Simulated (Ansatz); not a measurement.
Steps of a relaxation of C₇H₉FeO₄P, SMILES `C[P+](C)(C)[Fe-5]([C]#[O+])([C]#[O+])([C]#[O+])[C]#[O+]` with RKS PBE0-D4/def2-TZVP.

```sh
$ ansatz run in.yaml --threads 11 --pin off --events-out ev --progress --plain --max-ram 110592MiB --backend cuda --devices 0, --max-vram 75GiB
```

```yaml
crystal:
  periodic: [false, false, false]
  atoms:
    - {symbol: C, position_ang: [-1.702660, 0.435810, 1.301340]}
    - {symbol: P, position_ang: [-0.322740, -0.354390, 0.388950]}
    - {symbol: C, position_ang: [-1.197370, -1.803800, -0.314950]}
    - {symbol: C, position_ang: [0.562400, -1.156140, 1.780260]}
    - {symbol: Fe, position_ang: [0.850050, 0.915360, -1.003350]}
    - {symbol: C, position_ang: [0.797620, 2.512360, -0.256900]}
    - {symbol: O, position_ang: [0.800260, 3.575350, 0.176530]}
    - {symbol: C, position_ang: [1.351860, -0.204710, -2.269870]}
    - {symbol: O, position_ang: [1.716800, -0.884340, -3.120000]}
    - {symbol: C, position_ang: [2.540550, 0.877140, -0.491300]}
    - {symbol: O, position_ang: [3.653620, 0.895380, -0.210150]}
    - {symbol: C, position_ang: [-0.290490, 1.563270, -2.188480]}
    - {symbol: O, position_ang: [-0.977260, 2.017250, -2.988870]}
    - {symbol: H, position_ang: [-2.202490, -0.290620, 1.943340]}
    - {symbol: H, position_ang: [-2.413360, 0.845800, 0.583780]}
    - {symbol: H, position_ang: [-1.308320, 1.252920, 1.905360]}
    - {symbol: H, position_ang: [-0.470140, -2.464660, -0.786190]}
    - {symbol: H, position_ang: [-1.735020, -2.342870, 0.466390]}
    - {symbol: H, position_ang: [-1.898350, -1.459290, -1.075300]}
    - {symbol: H, position_ang: [-0.126160, -1.752290, 2.380450]}
    - {symbol: H, position_ang: [1.020290, -0.384660, 2.399540]}
    - {symbol: H, position_ang: [1.350890, -1.792870, 1.379390]}
basis:
  gaussian: {orbitals: def2-TZVP}
hamiltonian: {xc: pbe0, dispersion: d4}
relax: {f_tol: 0.005, max_steps: 150}
```

Positions (Å) and forces (eV/Å) along the path, 7 of 38 steps:

```xyz
22
step=1 energy=-59252.7302 eV
C    -1.703    0.436    1.301    0.275    0.051   -0.246
P    -0.323   -0.354    0.389   -0.207   -0.208    0.227
C    -1.197   -1.804   -0.315    0.216    0.291   -0.062
C     0.562   -1.156    1.780    0.032    0.228   -0.301
Fe    0.850    0.915   -1.003    0.003    0.012   -0.024
C     0.798    2.512   -0.257   -0.138    0.783    0.507
O     0.800    3.575    0.177   -0.003   -0.520   -0.195
C     1.352   -0.205   -2.270    0.188   -0.718   -0.583
O     1.717   -0.884   -3.120   -0.192    0.322    0.411
C     2.541    0.877   -0.491    0.713   -0.062    0.301
O     3.654    0.895   -0.210   -0.524   -0.027   -0.115
C    -0.290    1.563   -2.188   -0.537    0.213   -0.440
O    -0.977    2.017   -2.989    0.297   -0.218    0.376
H    -2.202   -0.291    1.943   -0.037   -0.002    0.032
H    -2.413    0.846    0.584   -0.058    0.038    0.019
H    -1.308    1.253    1.905   -0.041    0.046    0.040
H    -0.470   -2.465   -0.786   -0.014   -0.064   -0.039
H    -1.735   -2.343    0.466   -0.026   -0.035    0.000
H    -1.898   -1.459   -1.075   -0.036   -0.044   -0.042
H    -0.126   -1.752    2.380   -0.002   -0.029    0.040
H     1.020   -0.385    2.400    0.043   -0.018    0.053
H     1.351   -1.793    1.379    0.048   -0.037    0.041
22
step=5 energy=-59252.8188 eV
C    -1.659    0.496    1.243   -0.077    0.078    0.041
P    -0.300   -0.331    0.364   -0.023   -0.021    0.022
C    -1.152   -1.756   -0.378   -0.040   -0.081   -0.076
C     0.616   -1.108    1.729    0.083   -0.036    0.075
Fe    0.856    0.917   -1.004   -0.011   -0.016    0.021
C     0.717    2.472   -0.138    0.011    0.091    0.025
O     0.637    3.475    0.407   -0.004   -0.197   -0.075
C     1.289   -0.322   -2.213    0.037   -0.039   -0.068
O     1.575   -1.107   -2.995   -0.067    0.113    0.153
C     2.550    0.856   -0.454    0.000    0.071   -0.098
O     3.639    0.820   -0.106   -0.044   -0.022    0.018
C    -0.341    1.535   -2.167    0.086    0.065   -0.064
O    -1.104    1.937   -2.919    0.013   -0.044    0.062
H    -2.201   -0.191    1.899    0.031   -0.006   -0.024
H    -2.355    0.917    0.515    0.001    0.000    0.006
H    -1.260    1.318    1.840   -0.006   -0.002   -0.002
H    -0.418   -2.416   -0.845   -0.008    0.002    0.000
H    -1.722   -2.323    0.362    0.022    0.032    0.005
H    -1.830   -1.404   -1.158    0.003   -0.006    0.004
H    -0.033   -1.712    2.369   -0.008    0.021   -0.032
H     1.091   -0.331    2.331    0.000   -0.005    0.000
H     1.405   -1.741    1.318   -0.001    0.003    0.005
22
step=6 energy=-59252.8467 eV
C    -1.667    0.491    1.248   -0.022   -0.002    0.023
P    -0.301   -0.329    0.360    0.028    0.034   -0.036
C    -1.158   -1.761   -0.374   -0.017   -0.028    0.007
C     0.615   -1.108    1.730   -0.005   -0.022    0.029
Fe    0.868    0.927   -1.014   -0.053   -0.040    0.045
C     0.672    2.429   -0.069    0.004   -0.055   -0.019
O     0.558    3.401    0.519   -0.017   -0.044    0.012
C     1.248   -0.387   -2.161   -0.016    0.035    0.048
O     1.501   -1.212   -2.908   -0.022   -0.009    0.037
C     2.588    0.942   -0.560   -0.007    0.020   -0.030
O     3.691    0.941   -0.256   -0.011    0.013   -0.021
C    -0.237    1.603   -2.229    0.037    0.009   -0.002
O    -0.963    2.029   -3.005    0.022    0.011   -0.008
H    -2.196   -0.219    1.887   -0.006   -0.007    0.002
H    -2.371    0.918    0.531    0.031   -0.006   -0.016
H    -1.281    1.302    1.869    0.029   -0.004   -0.036
H    -0.436   -2.444   -0.825    0.019    0.042   -0.003
H    -1.728   -2.303    0.384   -0.007   -0.001    0.005
H    -1.840   -1.423   -1.157    0.022    0.024    0.006
H    -0.049   -1.708    2.357   -0.006   -0.009    0.010
H     1.085   -0.339    2.344    0.000    0.011   -0.033
H     1.402   -1.750    1.329   -0.003    0.028   -0.021
22
step=20 energy=-59252.9046 eV
C    -1.716    0.476    1.210   -0.001    0.009   -0.002
P    -0.324   -0.342    0.364   -0.003   -0.005    0.008
C    -1.156   -1.792   -0.359    0.002   -0.001   -0.009
C     0.592   -1.080    1.756    0.008    0.003   -0.002
Fe    0.872    0.916   -1.001    0.021    0.008    0.005
C     0.648    2.266    0.137   -0.002    0.029    0.009
O     0.509    3.126    0.876    0.000   -0.036   -0.021
C     1.143   -0.515   -2.023    0.004   -0.006   -0.020
O     1.324   -1.437   -2.673   -0.009    0.013    0.017
C     2.627    1.106   -0.844    0.020    0.000    0.004
O     3.760    1.243   -0.762   -0.036   -0.003   -0.004
C    -0.049    1.737   -2.272   -0.028    0.013   -0.022
O    -0.623    2.277   -3.101    0.029   -0.018    0.031
H    -2.250   -0.230    1.850    0.000   -0.002    0.000
H    -2.404    0.878    0.464    0.003   -0.001    0.003
H    -1.352    1.304    1.820   -0.002   -0.004   -0.004
H    -0.421   -2.475   -0.787   -0.003    0.004    0.002
H    -1.736   -2.322    0.400    0.000   -0.001    0.002
H    -1.823   -1.465   -1.158    0.003   -0.002    0.002
H    -0.059   -1.684    2.394   -0.001    0.002   -0.002
H     1.044   -0.284    2.349   -0.001   -0.002    0.000
H     1.396   -1.704    1.362   -0.001    0.001    0.003
22
step=28 energy=-59252.9094 eV
C    -1.818    0.428    1.047    0.023   -0.008   -0.015
P    -0.320   -0.352    0.356   -0.016   -0.019    0.020
C    -0.994   -1.916   -0.295    0.020    0.026    0.008
C     0.555   -0.910    1.857   -0.016    0.012   -0.030
Fe    0.866    0.913   -1.010    0.020    0.008   -0.020
C     0.819    2.158    0.259   -0.003    0.043    0.045
O     0.783    2.941    1.092    0.001   -0.060   -0.063
C     0.910   -0.425   -2.186   -0.006   -0.046   -0.039
O     0.938   -1.290   -2.932   -0.002    0.077    0.063
C     2.637    0.920   -0.953    0.035   -0.002   -0.005
O     3.781    0.942   -0.935   -0.063   -0.002   -0.001
C    -0.037    1.941   -2.138   -0.013    0.030   -0.031
O    -0.595    2.615   -2.875    0.032   -0.045    0.049
H    -2.340   -0.253    1.723   -0.002    0.004   -0.001
H    -2.484    0.709    0.229    0.016   -0.008    0.015
H    -1.547    1.335    1.591   -0.003   -0.016   -0.010
H    -0.182   -2.567   -0.623   -0.013    0.013    0.006
H    -1.578   -2.429    0.472    0.000   -0.002    0.000
H    -1.633   -1.710   -1.156    0.012   -0.002    0.015
H    -0.094   -1.513    2.497    0.003   -0.001    0.005
H     0.906   -0.040    2.415   -0.008   -0.014   -0.013
H     1.426   -1.498    1.564   -0.018    0.014    0.002
22
step=31 energy=-59252.9112 eV
C    -1.847    0.406    0.995    0.020   -0.013   -0.010
P    -0.318   -0.353    0.354   -0.011   -0.018    0.025
C    -0.936   -1.950   -0.271    0.009    0.025    0.010
C     0.536   -0.855    1.885   -0.017    0.010   -0.028
Fe    0.863    0.914   -1.013    0.008    0.005    0.002
C     0.871    2.124    0.288   -0.001    0.006    0.012
O     0.867    2.882    1.144   -0.001   -0.002   -0.008
C     0.827   -0.386   -2.228   -0.008   -0.004   -0.001
O     0.801   -1.227   -3.000    0.001   -0.003   -0.007
C     2.633    0.854   -0.989   -0.004    0.000    0.002
O     3.777    0.834   -0.990    0.006   -0.001   -0.002
C    -0.020    2.005   -2.094    0.000    0.007   -0.003
O    -0.568    2.718   -2.801    0.002   -0.004    0.002
H    -2.367   -0.267    1.681   -0.003    0.001    0.000
H    -2.502    0.650    0.158    0.001   -0.001    0.003
H    -1.605    1.333    1.518   -0.001   -0.002   -0.001
H    -0.100   -2.581   -0.574    0.000    0.000    0.000
H    -1.513   -2.464    0.501    0.000   -0.002    0.000
H    -1.571   -1.784   -1.143    0.001   -0.001    0.002
H    -0.111   -1.459    2.525    0.000   -0.001    0.003
H     0.854    0.034    2.431    0.000   -0.002   -0.001
H     1.428   -1.428    1.624   -0.002    0.002    0.001
22
step=38 energy=-59252.9119 eV
C    -1.878    0.375    0.947    0.001   -0.001    0.000
P    -0.317   -0.355    0.355    0.000    0.001   -0.001
C    -0.872   -1.982   -0.245    0.000    0.001    0.001
C     0.518   -0.799    1.912   -0.001   -0.001   -0.001
Fe    0.858    0.917   -1.015    0.000    0.000    0.000
C     0.920    2.099    0.311    0.000    0.003    0.004
O     0.944    2.841    1.179   -0.001   -0.002   -0.003
C     0.730   -0.339   -2.270    0.001    0.000    0.000
O     0.643   -1.151   -3.068   -0.001    0.000   -0.001
C     2.623    0.776   -1.019    0.000    0.000    0.000
O     3.765    0.704   -1.040    0.001    0.000    0.000
C     0.012    2.075   -2.054   -0.002    0.001   -0.001
O    -0.512    2.831   -2.735    0.001   -0.001    0.001
H    -2.395   -0.295    1.638    0.000    0.000    0.000
H    -2.522    0.582    0.091    0.000    0.000    0.000
H    -1.671    1.320    1.452    0.000    0.000    0.000
H    -0.010   -2.589   -0.527    0.000    0.000    0.000
H    -1.437   -2.502    0.532    0.000    0.000    0.000
H    -1.503   -1.859   -1.126    0.000    0.000    0.000
H    -0.126   -1.407    2.552    0.000    0.000    0.000
H     0.800    0.109    2.448    0.000    0.000    0.000
H     1.430   -1.353    1.683    0.000    0.000    0.000
```

It took 57 s on 11 threads of an AMD EPYC 7R13 on a shared host and a whole NVIDIA H100 80 GB, with 1.4 GiB of host memory at the peak.
